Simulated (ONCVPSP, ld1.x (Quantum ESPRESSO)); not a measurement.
## Potentials for aluminium (Al) compared

Generated with ld1.x 7.5 (TM, RRKJ, ultrasoft, PAW), atompaw 4.2 or ONCVPSP 4.0.1. The cutoff is in Ry: for ld1.x and atompaw files where the sum of valence levels is converged to 10 mRy in a Bessel basis, for ONCV files where the hardest occupied wave has 1 mHa per electron of residual kinetic energy. The error is the largest all-electron minus pseudo excitation energy over each file’s own four to seven test configurations (ionisations up to +4, promotions, holes and added fractions of an electron), all of which were solved. The labels leave out finer settings (local radius, basis sizes, second energies), which also bear on the numbers. Spin-polarised tests are not counted. The rows are a selection from randomly drawn settings: files with unsolved tests, undetermined cutoffs or missed reference levels are left out.

```tsv
potential	cutoff (Ry)	largest error (meV)	bound ghosts
ONCV, LDA (Perdew-Zunger), scalar-relativistic, rc 2.05/2.15/1.95 (spd), local smoothed, core correction no, reference 3s2, qcut 3.1/4.1/5.7, projectors 1/1/1	12	+63	none
ONCV, LDA (Perdew-Zunger), scalar-relativistic, rc 1.75/2.75 (sp), local s, core correction no, reference 3s2 3p1, qcut 3.5/2.8, projectors 0/2	11	+84	none
TM, BLYP, non-relativistic, rc 1.95/2.40/2.35 (spd), local smoothed, core correction no, reference 3s2 3p1	10	+112	none
PAW, PBE, scalar-relativistic, rc 2.00/2.45/2.50 (spd), local smoothed, core correction yes, reference 3s2 3p0.75	8	-18	none
```

Task: Fill in the row for Al: ONCV, LDA (Perdew-Wang 92), scalar-relativistic, rc 1.10/1.20 (sp), local smoothed, core correction no, reference 2s2 2p6 3s2 3p0.5, qcut 11.4/12.9, projectors 2/2.

Result: cutoff 120 Ry, largest error -1.0 meV, bound ghosts: none.
